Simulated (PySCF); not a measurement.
Magnetic susceptibility: SMILES FC(F)[C@H]1CCCCN1, C6H11F2N

Molfile (atoms numbered from 1):
```
C6H11F2N
     RDKit          3D

 20 20  0  0  0  0  0  0  0  0999 V2000
    2.8987    1.2157    0.7100 F   0  0  0  0  0  0  0  0  0  0  0  0
    2.2299    0.0336    0.7074 C   0  0  0  0  0  0  0  0  0  0  0  0
    3.0817   -0.8725    0.1713 F   0  0  0  0  0  0  0  0  0  0  0  0
    0.9492    0.1425   -0.1141 C   0  0  1  0  0  0  0  0  0  0  0  0
    0.2544   -1.2174   -0.2054 C   0  0  0  0  0  0  0  0  0  0  0  0
   -1.0523   -1.0716   -0.9794 C   0  0  0  0  0  0  0  0  0  0  0  0
   -1.9229   -0.0143   -0.3074 C   0  0  0  0  0  0  0  0  0  0  0  0
   -1.1537    1.3000   -0.2085 C   0  0  0  0  0  0  0  0  0  0  0  0
    0.0649    1.0811    0.5517 N   0  0  0  0  0  0  0  0  0  0  0  0
    2.0399   -0.2462    1.7534 H   0  0  0  0  0  0  0  0  0  0  0  0
    1.2341    0.4754   -1.1317 H   0  0  0  0  0  0  0  0  0  0  0  0
    0.0407   -1.5648    0.8069 H   0  0  0  0  0  0  0  0  0  0  0  0
    0.9154   -1.9365   -0.6906 H   0  0  0  0  0  0  0  0  0  0  0  0
   -1.5737   -2.0290   -1.0114 H   0  0  0  0  0  0  0  0  0  0  0  0
   -0.8366   -0.7691   -2.0071 H   0  0  0  0  0  0  0  0  0  0  0  0
   -2.1843   -0.3437    0.6990 H   0  0  0  0  0  0  0  0  0  0  0  0
   -2.8429    0.1401   -0.8724 H   0  0  0  0  0  0  0  0  0  0  0  0
   -0.9443    1.6766   -1.2253 H   0  0  0  0  0  0  0  0  0  0  0  0
   -1.7487    2.0486    0.3180 H   0  0  0  0  0  0  0  0  0  0  0  0
    0.5452    1.9624    0.7073 H   0  0  0  0  0  0  0  0  0  0  0  0
  1  2  1  0
  2  3  1  0
  2  4  1  0
  4  5  1  0
  5  6  1  0
  6  7  1  0
  7  8  1  0
  8  9  1  0
  9  4  1  0
  2 10  1  0
  4 11  1  6
  5 12  1  0
  5 13  1  0
  6 14  1  0
  6 15  1  0
  7 16  1  0
  7 17  1  0
  8 18  1  0
  8 19  1  0
  9 20  1  0
M  END
```

Method used: GIAO KT3/pcSseg-1 magnetisability, rotational g tensor and spin-rotation constants, non-relativistic, gas phase in PySCF 2.14.0. Geometry: GFN2-xTB.

**Question.** What are the magnetisability and the molar susceptibility?

**Answer.** Isotropic -1349 × 10⁻³⁰ J/T², or -81.3 × 10⁻⁶ cm³/mol; principal values -1397, -1392, -1260 × 10⁻³⁰ J/T², anisotropy 134 × 10⁻³⁰ J/T² (root of half the summed squared differences of the principal values). The susceptibility is in cgs units.

**Question.** Split it along the inertial axes a, b, c into diamagnetic and paramagnetic parts about the centre of mass, with the quadrupole moment.

**Answer.** 
```
axis  χ (10⁻⁶ cm³/mol)  diamagnetic (10⁻⁶ cm³/mol)  paramagnetic (10⁻⁶ cm³/mol)  summed x² of all electrons (Å²)  quadrupole Θ (D Å)
   a             -84.0                      -500.6                        416.7                            256.8               -4.00
   b             -83.9                     -1197.4                       1113.5                             92.6               +2.51
   c             -75.9                     -1482.6                       1406.7                             25.4               +1.49
```
Anisotropies 2χaa − χbb − χcc = -8.1 and 2χbb − χaa − χcc = -7.9 × 10⁻⁶ cm³/mol. Θ is traceless in Buckingham's convention.

**Question.** And the rotational g tensor?

**Answer.** 
```tsv
axis	rotational constant (GHz)	g	nuclear part	electronic part
a	3.1528	-0.0156	0.6016	-0.6171
b	1.0658	-0.0072	0.5503	-0.5575
c	0.8431	-0.0086	0.5485	-0.5571
```
Asymmetric top; isotopes 12C, 19F, 1H, 14N; no vibrational averaging.
